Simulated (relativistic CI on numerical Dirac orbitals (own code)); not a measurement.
# Co5+ (3d4) in a crystal field

Calculated by Dirac-Coulomb-Breit CI, KLI orbitals optimised for each configuration, model QED, valence Slater integrals scaled by 0.9, one configuration in a parametric crystal field (own radial code). With so little scaling, terms lie 10 to 35 % too far apart, which can change the order of excited levels.

Field parameters in Wybourne normalisation: Td as Oh with Dq negative (B⁴₀ = 21Dq, B⁴₄ = √(5/14) B⁴₀). The field is a parameter set, without covalency.

S is read from ⟨S²⟩ = S(S + 1).

Site symmetry Td; labels are those of the double group. Computed levels in cm⁻¹ above the lowest, in rising order:

| Δ (size of 10Dq) | Lowest | No. 2 | No. 3 | No. 4 | No. 5 | No. 6 | No. 7 | No. 8 |
| --- | --- | --- | --- | --- | --- | --- | --- | --- |
| 2600 | A1 | 123 T1 | 253 T2 | 643 E | 738 T1 | 1071 T2 | 3227 A2 | 3283 T2 |
| 4700 | A1 | 91 T1 | 177 T2 | 615 E | 671 T1 | 1007 T2 | 5239 A2 | 5264 T2 |
| 6800 | A1 | 76 T1 | 145 T2 | 601 E | 644 T1 | 979 T2 | 7300 A2 | 7314 T2 |
| 8900 | A1 | 68 T1 | 128 T2 | 595 E | 631 T1 | 966 T2 | 9380 A2 | 9388 T2 |
| 11000 | A1 | 64 T1 | 120 T2 | 593 E | 625 T1 | 961 T2 | 11469 A2 | 11473 T2 |
| 13050 | A1 | 62 T1 | 116 T2 | 594 E | 625 T1 | 962 T2 | 13513 A2 | 13514 A1 |
| 15150 | A1 | 63 T1 | 117 T2 | 598 E | 629 T1 | 966 T2 | 13181 A1 | 15221 T1 |
| 17250 | A1 | 66 T1 | 122 T2 | 606 E | 637 T1 | 976 T2 | 9849 A1 | 13309 T1 |
| 19350 | A1 | 73 T1 | 133 T2 | 620 E | 653 T1 | 994 T2 | 6148 A1 | 11385 T1 |

Ground-state S against |10Dq| in cm⁻¹: 2600: 2.00, 4700: 2.00, 6800: 2.00, 8900: 2.00, 11000: 2.00, 13050: 2.00, 15150: 1.99, 17250: 1.99, 19350: 1.99.

No abrupt spin change occurs in this range.
